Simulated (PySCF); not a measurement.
SeF⁺: one state, many levels of theory

State: ³Σ⁻ (triplet), unpaired electrons π ↑↑. Set-up: PySCF, spin-free X2C with a Gaussian nucleus, basis sets Se jorge-DZP-DKH, F jorge-DZP-DKH. De refers to Se⁺ + F in their high-spin ground configurations, without counterpoise correction. The functionals are run spin-unrestricted. A positive dipole points towards F; it is taken about the centre of mass and depends on that origin. Levels whose curve was spin-contaminated or gave no clean fit are not listed.

| Level | Re (Å) | ωe (cm⁻¹) | De (eV) | μ (D) |
| --- | --- | --- | --- | --- |
| UHF-CCSD | 1.695 | 725 | 1.85 | n/a |
| UHF-CCSD(T) | 1.701 | 723 | 1.97 | n/a |
| PBE | 1.718 | 717 | 3.34 | -2.10 |
| BLYP | 1.730 | 700 | 3.37 | -2.11 |
| r²SCAN | 1.695 | 751 | 2.86 | -2.19 |
| PBE0 | 1.686 | 770 | 2.61 | -2.38 |
| HSE06 | 1.688 | 768 | 2.66 | -2.37 |
| M06-2X | 1.684 | 784 | 2.21 | -2.62 |
| B2PLYP | 1.698 | 746 | 2.54 | -2.77 |

**Question.** Which functional lies closest to UHF-CCSD(T) in De, which farthest, and by how much do they differ from it?

**Answer.** Closest is M06-2X (-1.7 pm in Re, +8.4 % in ωe, +0.24 eV in De against UHF-CCSD(T) in the same basis), farthest BLYP (+2.9 pm in Re, -3.2 % in ωe, +1.40 eV in De). CCSD(T) converges more slowly with the basis than the functionals do and binds too weakly in this one, so the order can change at the basis-set limit.

**Question.** What does the step from GGA to meta-GGA do here, going from PBE to r²SCAN?

**Answer.** r²SCAN less PBE: -2.3 pm in Re, +4.7 % in ωe, -0.48 eV in De. 

**Question.** What does the triples do here, going from UHF-CCSD to UHF-CCSD(T)?

**Answer.** UHF-CCSD(T) less UHF-CCSD: +0.6 pm in Re, -0.3 % in ωe, +0.12 eV in De. Correlation nearly always deepens the well. The bond lengthens, as in strong covalent bonds, where excitations into antibonding orbitals dominate.

Correlated steps freeze 10 core orbitals. Correlated levels converge slowly with the basis: in double zeta they bind strong bonds too weakly, by up to about 1 eV, and carry superposition errors of some tenths. Spin–orbit coupling is left out. For an ion De counts to the pair picked by the measured ionisation energies or electron affinities, which need not be the lowest pair at this level. B2PLYP dipoles, levels and charges come from its SCF part alone. The state was picked by a PBE0 search and need not be the measured ground state.
